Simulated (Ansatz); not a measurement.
System: CH6Sn, net charge 0, singlet state. SMILES: [CH3][SnH3]
Geometry: optimised at B3LYP-D3(BJ)/def2-TZVP (Ansatz, a first-principles code).

Parts of the frozen-core correlation energy in def2-TZVPPD (Ansatz, hartree). Frozen orbitals: 10; correlated occupied orbitals by spin: 7 and 7; virtual: 178 and 178. No spin-orbit coupling. In def2 rows, elements after Kr have scalar-relativistic effective core potentials.

```tsv
term	value
reference (HF)	-254.70071
MP2 opposite-spin	___
MP2 same-spin	-0.05193
CCSD correlation	___
(T)	___
T1 diagnostic	0.009
largest doubles amplitude	0.024
```

Task: What belongs in the gaps?

Result: 
- MP2 opposite-spin, value: -0.25324
- CCSD correlation, value: -0.34328
- (T), value: -0.01098
